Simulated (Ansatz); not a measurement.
Species: CH6Sn (charge 0, singlet). SMILES: [SnH3][CH3]
Structure (B3LYP-D3(BJ)/def2-TZVP (Ansatz, an electronic-structure program) minimum search):
```xyz
8

C     -1.8547    -0.0417     0.0342
Sn     0.3025     0.0068    -0.0056
H     -2.2499     0.3452    -0.9036
H     -2.2226     0.5704     0.8559
H     -2.1984    -1.0658     0.1706
H      0.8511     1.6166    -0.2202
H      0.9321    -0.6012     1.4683
H      0.8891    -0.9552    -1.2974
```
Charge 0, spin multiplicity 1.

Quantity: atomisation energy (electronic, to ground-state atoms), in eV. Cores are frozen in the correlated levels unless marked. Open shells are spin-unrestricted. No spin-orbit coupling. The frozen core is the preceding noble-gas configuration, with the filled d and f shells of earlier blocks. Past Kr the def2 sets carry scalar-relativistic core potentials. The coupled-cluster limit lacks core correlation, which all-electron functionals hold. Basis-set limits of correlation are two-point, X^-3; Hartree-Fock from the larger set.

```tsv
level	program	atomisation energy (eV)
PBE0-D3(BJ)/def2-TZVPD	Ansatz + dftd3	?
BHLYP/def2-TZVPD	Ansatz	?
r2SCANh-D4/def2-TZVPD	Ansatz + dftd4	?
CAM-B3LYP/def2-TZVPD	Ansatz	24.32
PBE-QIDH/def2-TZVPD	Ansatz	23.85
CCSD(T)/CBS(def2-TZVPPD,def2-QZVPPD)	Ansatz	24.30
```

Problem. Complete the blanks.

Solution. 
- PBE0-D3(BJ)/def2-TZVPD, atomisation energy (eV): 24.08
- BHLYP/def2-TZVPD, atomisation energy (eV): 23.80
- r2SCANh-D4/def2-TZVPD, atomisation energy (eV): 24.16
